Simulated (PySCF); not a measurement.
**How the method changes the constants of AgBr**

State: ¹Σ⁺ (singlet), closed shell. Set-up: Ag x2c-TZVPPall, Br x2c-TZVPPall; spin-free X2C with a Gaussian nucleus (PySCF 2.14). De refers to Ag (4d10 5s1) + Br in their high-spin ground configurations, without counterpoise correction. A positive dipole means Ag(−)Br(+).

| Level | Re (Å) | ωe (cm⁻¹) | De (eV) | μ (D) | CPU s a point (SCF and correlation, without the integrals) |
| --- | --- | --- | --- | --- | --- |
| RHF | 2.499 | 223 | n/a | -7.26 | 2.3 |
| RHF-MP2 | 2.371 | 257 | n/a | n/a | 4.2 |
| RHF-SCS-MP2 | 2.399 | 248 | n/a | n/a | n/a |
| RHF-CCSD | 2.419 | 242 | 2.74 | n/a | n/a |
| RHF-CCSD(T) | 2.410 | 244 | 2.84 | n/a | 220 |
| PBE | 2.412 | 237 | 2.92 | -4.60 | 3.5 |
| BLYP | 2.446 | 226 | 2.69 | -4.47 | 2.5 |
| TPSS | 2.415 | 236 | 2.95 | -4.94 | 4.9 |
| r²SCAN | 2.402 | 244 | 2.99 | -5.12 | 4.8 |
| PBE0 | 2.409 | 243 | 2.88 | -5.36 | 12 |
| M06 | 2.416 | 246 | 2.74 | -5.13 | 8.1 |
| M06-2X | 2.459 | 232 | 2.83 | -6.03 | 8.1 |
| LC-ωPBE | 2.399 | 253 | 2.92 | -6.02 | 12 |

**Question.** Which functional lies closest to RHF-CCSD(T) in De, which farthest, and by how much do they differ from it?

**Answer.** Closest is M06-2X (+4.9 pm in Re, -4.9 % in ωe, -0.01 eV in De against RHF-CCSD(T) in the same basis), farthest r²SCAN (-0.8 pm in Re, +0.0 % in ωe, +0.15 eV in De). CCSD(T) converges more slowly with the basis than the functionals do and binds too weakly in this one, so the order can change at the basis-set limit.

**Question.** What does a quarter of exact exchange do here, going from PBE to PBE0?

**Answer.** PBE0 less PBE: -0.3 pm in Re, +2.5 % in ωe, -0.04 eV in De. Exact exchange removes part of the self-interaction that spreads semilocal densities, and in most molecules shortens and stiffens the bond and lowers De; so it does here.

**Question.** What does second-order correlation do here, going from RHF to RHF-MP2?

**Answer.** RHF-MP2 less RHF: -12.8 pm in Re, +15.2 % in ωe. Correlation nearly always deepens the well. The bond shortens, as in weak, metallic or heavy-atom bonds, where dispersion and the correlation of outer-core electrons pull the atoms together.

Correlated steps freeze 23 core orbitals. These are scalar-relativistic numbers at best; spin–orbit coupling would shift them, the dissociation energy most. Where the molecule has an RHF reference, its open-shell atoms are computed with UHF.

The whole job (state search and all levels along the bond) took about 24 min on 2 threads of Arm Neoverse V1 (shared host), peak memory 6.4 GiB.
